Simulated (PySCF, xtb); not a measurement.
C2H3, SMILES [CH][CH2+] (connectivity only; charge and spin as stated), charge +1, multiplicity 1.

Harmonic wavenumbers (cm⁻¹) from GFN2-xTB (xtb) at its own minimum, in rising order: 443, 664, 780, 872, 938, 1915, 2765, 2877, 3154.

**Question.** What does B3LYP-D3(BJ)/def2-TZVP (PySCF) give at its own minimum? (Estimate from the structure and the level; the computed values follow.)

**Answer.** 293, 657, 853, 1081, 1181, 1781, 2999, 3047, 3290. Paired by order, the mean absolute difference is 151 cm⁻¹ and the zero-point energies are 20.6 and 21.7 kcal/mol.
